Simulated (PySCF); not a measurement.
## Excitation energy of B by level of theory

B [He] 2s2 2p1 (2P) → B [He] 2s1 2p1 3d1 (high-spin determinant), as a difference of total energies. All numbers are calculated (PySCF 2.14, the non-relativistic Hamiltonian (point nucleus), in aug-cc-pVTZ). Correlated levels: valence: 1s2 frozen. The calculations carry no spin-orbit coupling.

```csv
method,excitation energy (eV)
UHF,10.909
LDA,11.690
PBE,11.503
PBE0,11.618
r2SCAN,11.505
wB97X,11.930
B97-3,11.740
wB97X-V,12.225
M06-L,11.524
MP2 (valence),11.939
SCS-MP2 (valence),12.223
```

Task: How much does correlation contribute at MP2 (valence)?

Result: 11.939 − (10.909) = 1.030 eV, measured against UHF.

The upper state lies above the first ionisation limit, but in LS coupling its spin forbids autoionisation to the ground ion. A Rydberg-like electron needs more diffuse functions than a valence basis has.

The promoted electron is Rydberg-like, and one or two diffuse shells describe it only roughly, which tends to raise the upper state.

In the upper state the promoted electron has a positive orbital energy at LDA, PBE, PBE0, r2SCAN, B97-3, M06-L, so the basis confines it.

The determinant of the upper state mixes LS terms, which raises its energy above the lowest term, most at the Hartree-Fock and MP2 levels.
